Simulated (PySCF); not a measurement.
PySCF input file for (E)-1-bromo-2-fluoroprop-1-ene (C₃H₄BrF), SMILES F/C(=C/Br)C, B3LYP/pcSseg-1. Geometry optimised at B3LYP-D3(BJ)/def2-SVP.

```python
import numpy as np
from pyscf import gto, scf, dft
from pyscf.prop.nmr import rks as nmr

mol = gto.M(
    atom='''
    C     1.37439877   -1.68215591   -0.00000000
    C    -0.09286036   -1.44463024   -0.00000000
    F    -0.80860809   -2.58768331    0.00000000
    C    -0.77927920   -0.29766280   -0.00000001
    Br    0.02530318    1.41164432    0.00000000
    H     1.65872511   -2.27057529    0.88799092
    H     1.93011969   -0.73716575    0.00000001
    H     1.65872512   -2.27057528   -0.88799092
    H    -1.86926371   -0.29339127    0.00000000
    ''',
    basis='pcSseg-1',
    charge=0,
    spin=0,
    max_memory=1600,
    verbose=3,
)
mf = dft.RKS(mol, xc='b3lyp')
mf.grids.level = 3
mf.conv_tol = 1e-10
mf.max_cycle = 100
mf.kernel()
n = nmr.NMR(mf)
n.verbose = 2
n.max_cycle_cphf = 60
sigma = n.kernel()
print('atom   isotropic/ppm   span/ppm')
for i, s in enumerate(sigma):
    w = np.linalg.eigvalsh((s + s.T) / 2)
    print(f'{mol.atom_symbol(i):2s}{i + 1:3d} {w.mean():14.3f} {w[2] - w[0]:11.3f}')
```

It prints:

```
converged SCF energy = -2790.44148638825
atom   isotropic/ppm   span/ppm
C   1        162.571      28.404
C   2          5.152     160.814
F   3        257.813     192.512
C   4         68.352     134.997
Br  5       2181.203    1052.148
H   6         29.457       9.794
H   7         28.872       9.479
H   8         29.457       9.794
H   9         25.632       9.637
```

Self-consistency was reached.

Cost: about 30 core-seconds (a rough figure).
